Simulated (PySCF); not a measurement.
**C₆ coefficients of unlike pairs at PBE**

Calculated with PySCF 2.14 from the dipole response of each species, C₆(A,B) = (3/π) ∫ α_A(iu) α_B(iu) du, in atomic units, from isotropic polarisabilities. For ions this is the dispersion term alone; charge-induced terms of lower order in 1/R come first.

| species | configuration | basis | relativity | α (bohr³) | C₆ (like pair) |
| --- | --- | --- | --- | --- | --- |
| W | [Xe] 4f14 5d4 6s2 (5D) | aug-cc-pVTZ-PP with ECP60MDF (6s6p5d3f2g) | core potential | 72.20 | 884.2 |
| Ca | [Ar] 4s2 (1S) | aug-cc-pVDZ-X2C (6s5p3d) | spin-free X2C | 155.9 | 2138 |
| Xe²⁺ | [Kr] 4d10 5s2 5p4 (3P) | aug-cc-pVQZ-DK3 (9s8p6d3f2g) | spin-free X2C | 12.86 | 90.66 |
| Sn⁺ | [Kr] 4d10 5s2 5p1 (2P) | aug-cc-pwCVTZ-PP with ECP28MDF (8s7p6d4f1g) | core potential | 27.16 | 209.4 |

Estimate C₆ for Sn⁺ with Ca.

The integral gives 572.5. The combination rule 2 C_A C_B / (C_A α_B/α_A + C_B α_A/α_B) gives 568.6 and the geometric mean 669.0.

No spin-orbit coupling is included.

The other pairs:

```json
{"pair": "Sn⁺, Xe²⁺", "C₆": "133.2"}
{"pair": "Xe²⁺, Ca", "C₆": "315.6"}
{"pair": "Xe²⁺, W", "C₆": "253.4"}
{"pair": "Sn⁺, W", "C₆": "420.4"}
{"pair": "Ca, W", "C₆": "1297"}
```
